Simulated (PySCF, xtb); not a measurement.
C4H9FSi, SMILES CC/C=C(\F)[SiH3].

xtb with GFN2-xTB at its own geometry gives an orbital gap of 4.42 eV and a dipole moment of 1.89 D.

Geometry: PBE0-D3(BJ)/def2-SVP. The structure was generated by enumeration; whether it is a known compound was not checked. One conformer was computed; it need not be the lowest.

What does r2SCAN/def2-TZVP run with PySCF give? (Estimate from the structure and the level; the computed values follow.)

gap 5.39 eV (levels -6.33 and -0.94 eV), dipole 1.42 D.
